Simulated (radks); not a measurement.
The numbers below are computed, except where a source is named.
Task: These are the eigenvalues of the occupied orbitals of an atom or ion with whole-number occupations (eV). Level of theory: scalar-relativistic Kohn-Sham, BLYP, spin-unpolarised, spherical densities, finite nucleus; Fermi nuclear charge, rms radius of each element as measured or else 0.836 A^(1/3) + 0.57 fm (a radial shooting solver on a logarithmic mesh with Libxc functionals).

orbital  eigenvalue
1s        -48374.75
2s        -7949.119
2p        -7084.060
3s        -1753.667
3p        -1484.410
3d        -1124.149
4s        -352.7616
4p        -264.1823
4d        -140.7619
5s         -50.7130
5p         -29.7979
4f          -8.7222
6s          -8.5646

Which element is it, and in what charge state? The configuration may be excited.

Result: Z = 63, europium, charge +1: Eu+ in [Xe] 4f7 6s1. The list shows which subshells hold electrons but not how many an open one holds; the 1s level, -1777.7 hartree, gives Z - s = 59.6 by -(Z - s)^2/2, which with screening and relativity narrows Z to a few neighbours, and the depths of the outer levels then fix element, charge and occupations together.
